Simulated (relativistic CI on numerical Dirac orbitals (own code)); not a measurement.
## Ni+ in a cubic cluster: L2,3 absorption with charge transfer

Computed with a charge-transfer multiplet model of a cubic metal-ligand cluster with up to one ligand hole, Slater and spin-orbit integrals from Dirac-Coulomb-Breit ions, Slater integrals scaled by 0.8. The ground state mixes d9 with configurations of k ligand holes L, whose averages lie at kΔ + k(k − 1)U_dd/2; a core hole lowers each added d electron by U_cd. 300 K, Lorentzian 0.4 eV and Gaussian 0.3 eV FWHM.

Atomic integrals in eV (Slater integrals scaled, ζ unscaled), ground: F2dd 9.736, F4dd 6.042, zeta_d 0.072; with the core hole: F2dd 9.736, F4dd 6.042, zeta_d 0.080, zeta_core 11.421.

Cluster parameters (eV): U_dd = 8.1, U_cd = 9, 10Dq = 1.2, 10Dq(ligand) = 1.6, V(eg) = 2.25, V(t2g) = -1.16, final-state hopping factor = 1.

| Case | n_d | d9 | d10L | S |
| --- | --- | --- | --- | --- |
| Δ = 0 eV | 9.53 | 0.47 | 0.53 | 0.50 |
| Δ = 1 eV | 9.42 | 0.58 | 0.42 | 0.50 |
| Δ = 3 eV | 9.24 | 0.76 | 0.24 | 0.50 |
| Δ = 5 eV | 9.14 | 0.86 | 0.14 | 0.50 |
| Δ = 6 eV | 9.11 | 0.89 | 0.11 | 0.50 |

Weights, n_d and S are thermal averages at 300 K. Photon energies count from the first peak over 30 % of the highest in each spectrum, which can be another peak from case to case. The parameters are a model scan and need not match a compound or its usual spin state. Peaks in eV (height, largest 100):
- Δ = 0 eV: 0.0 (100), 17.1 (45)
- Δ = 1 eV: 0.0 (100), 17.1 (44)
- Δ = 3 eV: 0.0 (100), 17.1 (43)
- Δ = 5 eV: 0.0 (100), 17.1 (42)
- Δ = 6 eV: 0.0 (100), 17.1 (42)

For the case Δ = 3 eV, Δ = 3 eV is smaller than U_dd = 8.1 eV, the charge-transfer side of the Zaanen-Sawatzky-Allen scheme.
